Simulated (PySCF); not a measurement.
S-ethyl ethanethioate (C₄H₈OS), SMILES CCSC(C)=O. Heavy atoms are numbered as in [CH3:1][CH2:2][S:3][C:4]([CH3:5])=[O:6]. Hydrogens are named by the atom that carries them.

Geometry optimised at B3LYP-D3(BJ)/def2-SVP. The geometry has at least one imaginary mode, so it is a saddle point at that level. One conformer was computed; it need not be the lowest.

All values below come from PBE/pcSseg-1 (PySCF).

GIAO shieldings, no solvent; atoms alike by connectivity are averaged. δ = σ(ref) − σ: ¹³C against TMS (σ = 182.0 ppm); ³³S against H2S (σ = 706.5 ppm); ¹⁷O against H2O (σ = 334.3 ppm); ¹H against TMS (σ = 31.49 ppm), references at their B3LYP-D3(BJ)/def2-TZVP geometries, non-relativistic.

**Question.** Estimate the chemical shifts. (Estimate from the structure and the level; the computed values follow.)

**Answer.** 
| nucleus | atoms | count | δ (ppm) |
|---|---|---|---|
| ¹³C | C4 | 1 | 198.6 |
| ¹³C | C2 (CH2) | 1 | 36.7 |
| ¹³C | C5 (CH3) | 1 | 33.9 |
| ¹³C | C1 (CH3) | 1 | 14.8 |
| ³³S | S3 | 1 | 434.3 |
| ¹⁷O | O6 | 1 | 610.3 |
| ¹H | H on C2 | 2 | 3.05 |
| ¹H | H on C5 | 3 | 2.58 |
| ¹H | H on C1 | 3 | 1.56 |
